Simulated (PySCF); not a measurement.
Gas-phase reaction: 2 SnH₂ + F₂ + H₂ → 2 SnH₃F

Method: PySCF energies (xtb for GFN2) plus ideal-gas RRHO corrections (1 bar). † marks an energy on the PBE0/def2-TZVP geometry and frequencies; other levels use their own. CCSD(T) freezes the core. All species are closed-shell singlets. Sn: scalar-relativistic def2 core potential, no spin-orbit coupling. SnH₂, SnH₃F: computed as isolated molecules; such fragments, hydroxides, amides, oligomers or adducts are transient or little studied in the gas. CCSD(T) isn't extrapolated to the basis-set limit; its ΔH°(298 K) is -758.7 kJ in def2-SVP and -792.1 kJ in def2-TZVPP. The harmonic model lacks anharmonicity and excited electronic states, which grow with temperature; levels with a mode under 35 cm⁻¹ are left out.

```tsv
level	ΔE electronic, kJ	ΔH°(298 K), kJ	ΔS°(298 K), J/K	ΔG°(1800 K), kJ
CCSD(T)/def2-SVP†	-777	-759	-262	-297
GFN2-xTB	-462	-444	-255	0
HF/def2-TZVP†	-848	-830	-262	-368
PBE/def2-SVP	-736	-718	-262	-257
PBE/def2-TZVP†	-766	-747	-262	-285
PBE0/def2-QZVP†	-819	-800	-262	-339
r2SCAN/def2-TZVP†	-823	-804	-262	-342
LDA/def2-TZVP†	-847	-828	-262	-366
ωB97M-V/def2-TZVP†	-815	-796	-262	-334
```
ΔH° is lowest at HF/def2-TZVP† and highest at GFN2-xTB. No reference value is set beside these.
